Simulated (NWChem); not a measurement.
Species: C₄H₇F; SMILES C[C@H]1C[C@@H]1F

Computed with NWChem. Pople sets run with spherical d functions. All runs use the structure optimised with B3LYP/6-31G* (spherical d). B3LYP is NWChem's, with the RPA form of VWN correlation. Level: B3LYP/6-31G* with SMD (1 M gas to 1 M solution), gas-phase geometry.

For solvent water:

* **solvation free energy (kcal/mol)**: -0.2
* **cavity-dispersion-structure term (kcal/mol)**: 3.0
* **dipole in solution (D)**: 2.02

Task: What are these values for solvent toluene?

Result: 
| Item | Result |
|---|---|
| solvation free energy (kcal/mol) | -3.8 |
| cavity-dispersion-structure term (kcal/mol) | -2.1 |
| dipole in solution (D) | 1.83 |
